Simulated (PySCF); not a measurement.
**2p core levels of `CO[SiH2]C(C)C`**

C₄H₁₂OSi.
SMILES with atom numbers: `[CH3:1][O:2][SiH2:3][CH:4]([CH3:5])[CH3:6]`

Level of theory: delta-SCF UKS SCAN, pcX-2 on the ionised atom, pcseg-1 elsewhere, spin-free X2C in PySCF. Vertical ΔSCF values, vacuum level as zero. 2p3/2 and 2p1/2 are the ΔSCF energy of one spin-free 2p hole plus the eigenvalues of a spin–orbit and ligand-field matrix of the shell. The splitting includes the ligand field, and 2p3/2 is the mean of two sublevels.

When a 2p electron fills a 1s hole, the emitted photon carries the energy difference of the two hole states (Kα1 from 2p3/2, Kα2 from 2p1/2), here at the ground state's geometry.

```csv
atom,Kα1 (eV),Kα2 (eV),2p3/2 binding energy (eV)
Si3,1739.88,1739.26,106.76
```

Problem. What are the 1s and 2p1/2 binding energies?

Solution. 1s = Kα1 + 2p3/2, and 2p1/2 = 1s − Kα2:

```tsv
atom	environment	1s (eV)	2p1/2 (eV)
Si3	oxygen-bound silicon	1846.64	107.38
```

Problem. And the 1s levels of the other atoms?

Solution. C4 (sp3 carbon bound to silicon) 290.09 eV; C5/C6 (methyl carbon) 290.43 eV; C1 (methoxy carbon) 292.31 eV; O2 (silyl ether oxygen) 537.83 eV.

The first atom of each set that the bonding makes equivalent was ionised and stands for the set. The structure is a single PBE0-D3(BJ)/def2-SVP conformer in the gas phase; no vibrational or solvent corrections.

Shape of the structure used: `[CH3:1][O:2][SiH2:3][CH:4]([CH3:5])[CH3:6]`: C1–O2–Si3–C4 180°, O2–Si3–C4–C5 62°.
